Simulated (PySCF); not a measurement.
## C₆ coefficients of unlike pairs at UHF

Calculated with PySCF 2.14 from the dipole response of each species, C₆(A,B) = (3/π) ∫ α_A(iu) α_B(iu) du, in atomic units, from isotropic polarisabilities. For ions this is the dispersion term alone; charge-induced terms of lower order in 1/R come first.

| species | configuration | basis | relativity | α (bohr³) | C₆ (like pair) |
| --- | --- | --- | --- | --- | --- |
| Sb⁻ | [Kr] 4d10 5s2 5p4 (3P) | aug-cc-pwCVTZ-DK3 with one added diffuse shell each of s, p, d, f type (11s10p8d5f1g) | spin-free X2C | 156.4 | 2360 |
| As⁺ | [Ar] 3d10 4s2 4p2 (3P) | def2-QZVPPD (12s7p5d4f1g) | none | 17.29 | 107.3 |
| Zn²⁺ | [Ar] 3d10 (1S) | aug-cc-pVTZ-PP with ECP10MDF (6s6p5d3f2g) | core potential | 2.143 | 5.479 |
| Sr⁺ | [Kr] 5s1 (2S) | def2-QZVPPD with the def2 core potential (28 electrons) (7s5p4d3f) | core potential | 120.8 | 1150 |

Estimate C₆ for Sr⁺ with Sb⁻.

The integral gives 1626. The combination rule 2 C_A C_B / (C_A α_B/α_A + C_B α_A/α_B) gives 1639 and the geometric mean 1647.

No spin-orbit coupling is included.

The other pairs:

```
     pair     C₆
Zn²⁺, Sb⁻  71.92
Zn²⁺, As⁺  20.56
 As⁺, Sb⁻  448.5
 Sr⁺, As⁺  287.0
Sr⁺, Zn²⁺  44.69
```
